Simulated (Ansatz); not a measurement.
Geometry optimisation, RKS B3LYP/def2-SVP (Ansatz).

Input:

```yaml
crystal:
  periodic: [false, false, false]
  atoms:
    - { symbol: Ge, position_ang: [0.0, 0.0, 0.0] }
    - { symbol: Cl, position_ang: [0.0, 0.0, 2.22] }
    - { symbol: Cl, position_ang: [2.0935, 0.0, -0.7393] }
    - { symbol: F, position_ang: [-0.7913, 1.3709, -0.5594] }
    - { symbol: H, position_ang: [-0.73, -1.2648, -0.5162] }
basis:
  gaussian: { orbitals: def2-SVP }
hamiltonian:
  xc: b3lyp
relax:
  f_tol: 0.02
  max_steps: 40
```

Run as:

```bash
$ ansatz run input.yaml --threads 1 --pin off --max-ram 2048MiB --backend cpu --events-out ev --progress --plain --runs-dir out
```

Where does it end, and by what steps?

The forces met the threshold. After 3 steps the energy has fallen by 0.144 eV; Cl3 moved furthest, 0.06 Å.

```tsv
step	energy less start (eV)	largest force component (eV/Å)	accepted
0	0.0000	2.001	yes
1	-0.1263	0.648	yes
2	-0.1434	0.098	yes
3	-0.1437	0.008	yes
```

```xyz
5
Properties=species:S:1:pos:R:3
Ge 0.022 -0.052 0.016
Cl 0.011 0.021 2.161
Cl 2.041 0.021 -0.709
F -0.768 1.385 -0.543
H -0.734 -1.267 -0.519
```

Whether the end is a true minimum wasn't checked by a vibrational analysis.

Run time: 18 s on 1 thread of Arm Neoverse V2, with other jobs on the host, peak memory 0.19 GiB.
